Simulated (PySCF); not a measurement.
# One molecule, a ladder of functionals, a line

Molecule: `N#C[SiH2][SiH2]F`, CH$_{4}$FNSi$_{2}$.

Bonds (- single, = double, # triple, : aromatic): N1#C2 1.160 Å, C2-Si3 1.859 Å, Si3-Si4 2.347 Å, Si4-F5 1.629 Å. Si3 carries H6, H7; Si4 carries H8, H9.

GIAO shieldings (ppm, equivalent atoms averaged) in PySCF on the PBE0-D3(BJ)/def2-SVP geometry, basis pcSseg-2, gas phase, non-relativistic:

```tsv
functional	exact exchange (%)	σ(N1)	σ(Si4)	σ(F5)
BLYP	0	-116.0	315.3	399.9
BP86	0	-114.4	323.6	403.6
PBE	0	-115.8	324.1	403.6
PBE0	25	-118.0	343.8	413.3
mPW1PW91	25	-118.9	343.2	412.8
BHandHLYP	50	-121.0	354.2	417.1
HF	100	-123.3	397.6	427.3
```

Problem. Fit each shielding as a line in the percentage of exact exchange.

Solution. σ(N1) = -115.8 − 0.08 x (rms 0.8 ppm); σ(Si4) = 321.7 + 0.75 x (rms 3.7 ppm); σ(F5) = 403.9 + 0.25 x (rms 2.3 ppm). The functionals also differ in their semilocal parts, which the line can't hold; Hartree–Fock has no correlation at all.

Problem. What does the line predict for B3LYP (20 %), and what does the run give?

Solution. σ(N1): -117.4 predicted, -118.4 computed; σ(Si4): 336.7 predicted, 330.8 computed; σ(F5): 408.9 predicted, 408.3 computed ppm.
